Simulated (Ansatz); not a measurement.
```yaml
crystal:
  periodic: [false, false, false]
  atoms:
    - {symbol: W, position_ang: [-0.801203, 0.595509, 0.496914]}
    - {symbol: W, position_ang: [0.614471, -0.374987, -1.335546]}
    - {symbol: W, position_ang: [-2.355902, -0.563685, -1.009000]}
    - {symbol: W, position_ang: [1.735285, 0.550103, 0.730750]}
    - {symbol: Se, position_ang: [0.545963, 2.842562, 1.042685]}
    - {symbol: Se, position_ang: [1.741541, -2.340927, -0.364555]}
    - {symbol: Se, position_ang: [-3.807743, 1.215921, -0.974360]}
    - {symbol: Se, position_ang: [0.341699, 1.334679, 2.850168]}
    - {symbol: Se, position_ang: [2.503000, 1.172998, -1.547434]}
    - {symbol: Se, position_ang: [-1.049366, -1.501059, -2.872362]}
    - {symbol: Se, position_ang: [-2.087158, -1.438119, 1.238710]}
    - {symbol: Se, position_ang: [2.619392, -1.492996, 1.744029]}
basis:
  gaussian: {orbitals: def2-mTZVP, final_grid: {core_spheres: 1, valence_spheres: 1, degree: 3}}
magnetization: {spin_polarized: true, initial_magnetization: 2}
hamiltonian: {xc: {name: r2SCAN}}
scf: {lower_state_search: off}
```

```sh
$ ansatz run in.yaml --threads 2 --pin off --events-out ev --progress --plain --max-ram 32768MiB --backend cuda --devices 0, --max-vram 18GiB
```

Output, abridged:

```
Functional definition: r2SCAN
4328 factors; their error is unknown
mean field evaluation 1: about -530099.5474 eV, gradient 5.8e1 eV
mean field evaluation 2: about -529702.5276 eV, gradient 2.5e2 eV
mean field evaluation 4: about -530077.2489 eV, gradient 8.9e1 eV
mean field evaluation 8: about -529984.9484 eV, gradient 4.9e2 eV
mean field evaluation 16: about -530664.1122 eV, gradient 2.4e2 eV
mean field evaluation 32: about -530888.1107 eV, gradient 5.9e1 eV
mean field evaluation 64: about -531311.3360 eV, gradient 1.6e0 eV
mean field evaluation 96: about -531311.3793 eV, gradient 8.5e-6 eV
mean field -531311.37926892 eV, -19525.3330523451 hartree, gradient 8.5e-6 eV, S^2 16.805413; 0 other end points of the search recorded, 0 dependent functions left out
reference -531311.37927017 eV, -19525.3330523911 hartree; 165, 163 occupied and 267, 269 virtual orbitals, 4328 factors
Total energy: -531311.37927017 eV, -19525.3330523911 hartree
Checks for a lower state left out: stability, starts, cluster_reference, orbital_swaps, neighbouring_geometries, increment
```

In this input the integration grid is far too coarse. The run converged. The result belongs to that input, not to the species as meant.

In the def2 sets W takes a core potential; there is no spin–orbit coupling. The charge 0 triplet is spin-contaminated (final ⟨S²⟩ up to 16.81, 2.00 for a pure state).
